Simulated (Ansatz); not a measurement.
The cluster InSn₂⁻. Charge -1, multiplicity 3. Geometry PBE-D4/def2-SVP, that of the neutral doublet.

```xyz
3

In    1.6031    1.0185   -0.1904
Sn   -1.6383    0.1083   -0.7881
Sn    0.0351   -1.1268    0.9785
```

In the def2 sets In, Sn take a core potential; there is no spin–orbit coupling. At PBE-D4/def2-TZVPD, r2SCAN-D4/def2-TZVPD the highest occupied level of the charge -1 triplet lies above zero (up to 0.31 eV). By energy differences its removal costs 1.72 eV (vertical, to the charge 0 doublet, at PBE-D4/def2-TZVPD); a positive level beside a positive removal energy at the same level points to self-interaction error. At PBE0-D4/def2-TZVPD a singlet of charge -1 lies 0.25 eV below the triplet at the same geometry. The structure comes from a short search, and lower isomers may exist.

Q: Estimate the α-spin orbital energies around the gap (eV) in Ansatz with PBE-D4/def2-TZVPD, r2SCAN-D4/def2-TZVPD, PBE0-D4/def2-TZVPD.

A: 
```tsv
orbital	PBE-D4/def2-TZVPD	r2SCAN-D4/def2-TZVPD	PBE0-D4/def2-TZVPD
HOMO−5	-5.08	-5.41	-6.22
HOMO−4	-4.08	-4.41	-5.17
HOMO−3	-0.55	-0.85	-1.33
HOMO−2	-0.49	-0.64	-1.20
HOMO−1	-0.41	-0.53	-1.00
HOMO	0.31	0.05	-0.38
LUMO	1.36	1.45	1.90
LUMO+1	1.81	1.94	2.37
LUMO+2	2.06	2.31	2.44
LUMO+3	2.45	2.87	2.82
LUMO+4	2.87	3.22	3.31
LUMO+5	3.04	3.45	3.47
β HOMO	-0.23	-0.36	-0.82
β LUMO	0.27	0.46	0.93
```
